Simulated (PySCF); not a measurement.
## Shieldings and the share of exact exchange

Molecule: SMILES OB(O)[C@H]1C=N1, C₂H₄BNO₂.

Mapped SMILES: `[OH:1][B:2]([OH:3])[C@H:4]1[CH:5]=[N:6]1`. Hydrogens are named by the atom that carries them.

GIAO shieldings (ppm, equivalent atoms averaged) in PySCF 2.14 on the PBE0-D3(BJ)/def2-SVP geometry, basis pcSseg-2, gas phase, non-relativistic:

```csv
functional,exact exchange (%),σ(O1/O3),σ(B2),σ(C4)
BLYP,0,201.8,63.2,157.4
BP86,0,202.9,66.0,161.1
PBE,0,202.4,65.3,161.5
B3LYP,20,210.7,67.1,163.4
PBE0,25,213.5,70.1,168.4
BHandHLYP,50,222.5,73.2,171.3
HF,100,239.7,84.2,183.1
```

Problem. Fit each shielding as a line in the percentage of exact exchange.

Solution. σ(O1/O3) = 202.9 + 0.38 x (rms 0.8 ppm); σ(B2) = 64.5 + 0.19 x (rms 1.1 ppm); σ(C4) = 160.2 + 0.23 x (rms 1.6 ppm). The functionals also differ in their semilocal parts, which the line can't hold; Hartree–Fock has no correlation at all.

Problem. What does the line predict for mPW1PW91 (25 %), and what does the run give?

Solution. σ(O1/O3): 212.4 predicted, 213.2 computed; σ(B2): 69.2 predicted, 70.1 computed; σ(C4): 165.9 predicted, 167.7 computed ppm.
